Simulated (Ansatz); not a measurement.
silylarsine (H5AsSi), singlet, geometry from GFN2-xTB; PBE0/def2-TZVPPD in Ansatz (a program for electronic structure).

Input for Ansatz:
Ansatz 0.2 input:
```yaml
crystal:
  periodic: [false, false, false]
  atoms:
    - {symbol: Si, position_ang: [-1.49120691, 0.18188194, 0.31741470]}
    - {symbol: As, position_ang: [0.75316350, -0.07987727, -0.21935113]}
    - {symbol: H, position_ang: [-2.30169650, -0.74837985, -0.47961457]}
    - {symbol: H, position_ang: [-1.92264015, 1.54634279, -0.01371665]}
    - {symbol: H, position_ang: [-1.82094205, -0.05019066, 1.72873336]}
    - {symbol: H, position_ang: [0.86517043, -1.35047538, 0.57231658]}
    - {symbol: H, position_ang: [1.20260954, 0.69230576, 0.98706278]}
basis:
  gaussian:
    orbitals: def2-TZVPPD.json
hamiltonian:
  xc: pbe0
```
The basis file holds def2-TZVPPD in the JSON format of the Basis Set Exchange.

Output, abridged:

```
Functional definition: PBE0
1054 factors; their error is unknown
mean field evaluation 1: about -68789.0074 eV, gradient 1.4e1 eV
mean field evaluation 2: about -68789.3136 eV, gradient 9.2e0 eV
mean field evaluation 4: about -68789.4814 eV, gradient 4.1e-1 eV
mean field evaluation 8: about -68789.7354 eV, gradient 4.4e-1 eV
mean field evaluation 16: about -68789.7355 eV, gradient 1.3e-5 eV
mean field -68789.73554334 eV, -2527.9761538602 hartree, gradient 1.3e-5 eV, S^2 0.000000; 0 other end points of the search recorded, 0 dependent functions left out
reference -68789.73557399 eV, -2527.9761549868 hartree; 26, 26 occupied and 161, 161 virtual orbitals, 1054 factors
Total energy: -68789.73557399 eV, -2527.9761549868 hartree
```
